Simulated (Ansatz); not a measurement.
Redistribution: C2BrF3 + CH2BrI → C2F3I + CH2Br2

Gas-phase species: C2BrF3 (bromotrifluoroethene) `FC(F)=C(F)Br`, singlet; CH2BrI (bromoiodomethane) `BrCI`, singlet; C2F3I (trifluoroiodoethylene) `FC(F)=C(F)I`, singlet; CH2Br2 (dibromomethane) `BrCBr`, singlet. The partners trade Br for I; both sit on C, so the bond types are kept.

Shapes, held fixed at every level: PBE0-D4/def2-TZVP. Programs: Ansatz 0.2.0. The zero-point and thermal change to 298 K, harmonic and unscaled (PBE0-D4/def2-TZVP), is +0.4 kJ/mol.

Estimate ΔH(298 K) of this reaction.

The highest level, CCSD(T)/def2-TZVPP, gives ΔH(298 K) = +0.2 kJ/mol; the levels span -0.6 to +1.5. That is about zero within the method's error. They disagree on the sign: 5 of 8 are positive. The column of differences is taken from that level and isn't an error. No measured value is set beside it here. For atoms past krypton def2 sets carry core potentials with scalar relativity. Relativity is left out for Br. Outer-core shells of Br, I are correlated, in sets that cover them unevenly. Times are processor times on shared x86 and Arm servers, and rough.

```csv
level,kind,ΔH(298 K) (kJ/mol),less CCSD(T)/def2-TZVPP,CPU time (sum over the molecules)
SPW92/def2-TZVPP,LDA,+1.5,+1.3,9.9 s
B3LYP-D4/def2-TZVPP,global hybrid,-0.4,-0.6,33 s
BHLYP-D4/def2-TZVPP,global hybrid,0.0,-0.2,24 s
PBE0-D4/def2-TZVPP,global hybrid,+0.8,+0.6,23 s
wB97M-V/def2-TZVPP,range-separated hybrid,-0.6,-0.8,78 s
wB97X-V/def2-TZVPP,range-separated hybrid,-0.6,-0.8,55 s
MP2/def2-TZVPP,perturbation theory,+1.4,+1.2,–
CCSD(T)/def2-TZVPP,coupled cluster or CI,+0.2,0.0,–
```
